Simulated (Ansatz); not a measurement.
A structure relaxed at PBE-D4/def2-SVP in Ansatz, charge 0, singlet:

Cartesian coordinates in Å:
```
Zr 0.2876 0.8641 -1.2951
Zr 0.9044 0.4374 1.2236
P 0.2148 -1.4114 -0.2917
P -1.4069 0.1099 0.3632
```

**Question.** Give its formula and point group.

**Answer.** the cluster Zr₂P₂. Point group C2v (tolerance 0.1 Å).

**Question.** Summarise the bond lengths by kind (pairs closer than 1.2 times the sum of covalent radii, bridged metal pairs left out).

**Answer.** 4 × P–Zr 2.49 Å; 1 × P–P 2.32 Å.

In the def2 sets Zr takes a core potential; there is no spin–orbit coupling. The restricted singlet is unstable towards broken spin symmetry in Hartree–Fock (as tested in another run); at PBE-D4/def2-SVP this wasn't settled. No other spin state of charge 0 was run. Another isomer (triplet) lies 0.70 eV lower at PBE0-D4/def2-TZVP; other spin states weren't run for this one.
